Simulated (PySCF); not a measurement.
(1Z,3Z)-1,4-dichlorobuta-1,3-diene (C4H4Cl2), SMILES Cl/C=C\C=C/Cl.

The structure is a stationary point at PBE0-D3(BJ)/def2-SVP. One conformer was computed; it need not be the lowest.

Method: PySCF with PBE/def2-TZVP.

The total energy comes out as -1074.70289 hartree, the point group is C2h and the highest occupied level is -5.74 eV. The lowest empty level is -2.36 eV, the orbital gap comes out as 3.38 eV and the dipole moment is 0.00 D. The quadrupole, principal values (traceless, Buckingham form, about the centre of nuclear charge) is -5.36, -4.01, 9.36 D·Å and the mean static polarisability is 81.7 bohr³ (12.10 Å³). The polarisability, principal values comes out as 43.4, 68.1, 133.5 bohr³.
